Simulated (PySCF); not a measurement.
ZnH₂, SMILES [ZnH2]. Atoms are numbered in the order given.

```xyz
3

Zn     0.0000     0.0000     0.0000
H      0.0000     0.0000    -1.5317
H      0.0000     0.0000     1.5317
```
Charge 0, spin multiplicity 1.

Geometry optimised at r2SCAN-D4/def2-TZVPD. The isomer is the one that the SMILES or the coordinates give; other isomers of the formula were not compared.

Calculation: C-PCM-B3LYP/def2-TZVPD (PySCF 2.14.0).

The values are the electrostatic part of the solvation free energy, E(continuum) − E(gas) at the gas-phase geometry, in a cavity of scaled van der Waals radii (PySCF's table); cavitation and dispersion terms are not included. A continuum can't describe solvent molecules that bind to the metal. In vacuum the orbital gap is 6.85 eV. The dipole moment in vacuum is 0.00 D.

### Question
Estimate the values in water (ε = 78.36), dimethylsulfoxide (ε = 46.83), 2-propanol (ε = 19.26). (An estimate is asked for; the answer gives what the named calculation found.)

### Answer

| solvent | ε | ΔG(elec) (kcal/mol) | dipole (D) | gap (eV) |
|---|---|---|---|---|
| water | 78.36 | -10.4 | 0.00 | 7.32 |
| dimethylsulfoxide | 46.83 | -10.3 | 0.00 | 7.32 |
| 2-propanol | 19.26 | -9.9 | 0.00 | 7.30 |
